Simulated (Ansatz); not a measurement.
Two structures of SiNH4Cl3, singlet, reached by relaxing down either side of one saddle point (PBE0-D4/def2-TZVP). Energies are electronic, without zero-point energy. Program: Ansatz 0.2.0. Basis: def2-TZVPP and def2-QZVPP. Cores are frozen in the correlated methods. Extrapolation: Hartree–Fock as exp(−7.88 √X), correlation as X^−2.97. First:

| atom | x (Å) | y (Å) | z (Å) |
| --- | --- | --- | --- |
| Si1 | -0.7622 | 0.5350 | 0.1448 |
| H2 | -1.1698 | -0.5559 | 1.0470 |
| Cl3 | -0.9477 | 0.2768 | -1.9035 |
| Cl4 | -2.4489 | 1.7503 | 0.4464 |
| Cl5 | 0.6855 | 1.8794 | 0.7722 |
| H6 | 0.6481 | -1.7067 | -0.4586 |
| N7 | 0.9523 | -0.8087 | -0.0969 |
| H8 | 1.4159 | -0.9524 | 0.7943 |
| H9 | 1.6270 | -0.4177 | -0.7457 |

Second:

```
9
angstrom
Si 0.0435 1.1221 -0.1122
H -1.6646 -2.6910 -0.0048
Cl -0.7975 0.9129 -1.9484
Cl -1.3740 1.2637 1.3346
Cl 1.0672 2.8890 -0.1213
H -1.1253 -2.1749 0.0348
N 0.9730 -0.2492 0.1975
H 1.2948 -0.4485 1.1309
H 1.5830 -0.6239 -0.5110
```

Task: Which bonds change from the first to the second?

Result: SiHCl₃ ([Cl][SiH]([Cl])[Cl]) + NH₃ → SiNH₂Cl₃ ([NH2][Si]([Cl])([Cl])[Cl]) + H₂; bonds formed: H2–H6; dative contacts that become bonds: Si1–N7; bonds broken: Si1–H2, H6–N7.

Task: Give the saddle point's structure and its height above each. (To be estimated.)

Result: The calculation gives: 44.24 kcal/mol above the first and 52.26 kcal/mol above the second (CCSD(T) at an estimated basis limit (MP2 extrapolated from triple and quadruple zeta, plus CCSD(T) − MP2 in triple zeta)).
```
9
angstrom
Si -0.4525 0.5119 -0.1334
H -1.2095 -1.0629 -0.0973
Cl -1.0523 0.5731 -2.0944
Cl -1.6787 0.9539 1.4508
Cl 0.6982 2.2731 -0.1185
H -0.1908 -1.2978 0.1052
N 0.9114 -0.6642 0.2304
H 1.3453 -0.5572 1.1419
H 1.6290 -0.7298 -0.4846
```

No T1 diagnostic of these runs exceeds 0.010.

Labels in which every atom is bracketed show which atoms are joined, not bond orders.

For scale, one of the runs: CCSD(T)/def2-TZVPP, 255 basis functions, launched by `ansatz run in.yaml --threads 8 --pin off --events-out ev --progress --plain --max-ram 19148MiB`. Hardware: 8 CPU threads of an Intel Xeon, shared host. Wall time 120 s; peak host memory 5.2 GiB.
